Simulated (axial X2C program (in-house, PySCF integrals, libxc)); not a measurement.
Ionising CoB

Computed with an axial X2C code built on PySCF integrals, spin-free (one-electron X2C) or two-component (2c: spin–orbit coupling with atomic mean-field Coulomb and Gaunt terms, which also bring small scalar terms), in Dyall basis sets with cores contracted in-house; open shells are unrestricted.

Basis sets: B dyall-v3z, Co dyall-cv3z. Frozen shells (counts by l): CoB Co 3s2p, B 1s, 12 electrons correlated; CoB⁺ Co 3s2p, B 1s, 11 electrons correlated. Coupled cluster in natural virtuals with an MP2 remainder. Where the outer core of a metal is frozen, bonds come out longer and ionisation energies lower.

| Hamiltonian | level | CoB state | Re (Å) | ωe (cm⁻¹) | De (eV) |
| --- | --- | --- | --- | --- | --- |
| spin-free | PBE0 | M_S = 1, Λ = 2 | 1.663 | 799.2 | 2.55 |
| spin-free | CCSD | M_S = 1, Λ = 2 | 1.639 | 866.1 | 1.18 |
| spin-free | CCSD(T) | M_S = 1, Λ = 2 | 1.636 | 897.6 | 1.52 |
| 2c | PBE0 | Ω = 3 | 1.663 | 797.9 | n/a |

Adiabatic ionisation energy (minimum to minimum, no zero-point term) and constants of CoB⁺:

```
Hamiltonian    level        CoB⁺ state  IE (eV)  Re (Å)  ωe (cm⁻¹)  De (eV)  fragments
  spin-free     PBE0  M_S = 3/2, Λ = 2     7.59   1.902      571.7     2.83    Co+ + B
  spin-free     CCSD  M_S = 3/2, Λ = 2     7.14   1.942      480.3     2.07    Co+ + B
  spin-free  CCSD(T)  M_S = 3/2, Λ = 2     7.21   1.889      571.8     2.33    Co+ + B
         2c     PBE0           Ω = 7/2     7.59   1.902      571.4      n/a    Co+ + B
```

Question: Add the zero-point terms to the ionisation energy at PBE0, 2c, and say whether the electron removed was bonding.

Answer: IE0 = IE + (ωe⁺ − ωe)/2 = 7.59 + (-0.014) = 7.58 eV. Re changes by 0.239 Å, so the bond lengthens, as on loss of a bonding electron.

Each entry is the lowest single determinant of a limited PBE0 search at one distance. De goes to single-determinant-based atoms at the same level (for ions the charge split of lowest energy) and is withheld (n/a) where an atom does not fit its ground term or J level. Main or longest-lived isotopes. One determinant is a doubtful description, or other states lie close, for CoB, CoB⁺; these need not be ground states, and all values refer to the states named. With several unpaired electrons the Ω given is that of one determinant, not necessarily of the lowest component. The functionals have no current term, which raises determinants with orbital currents.
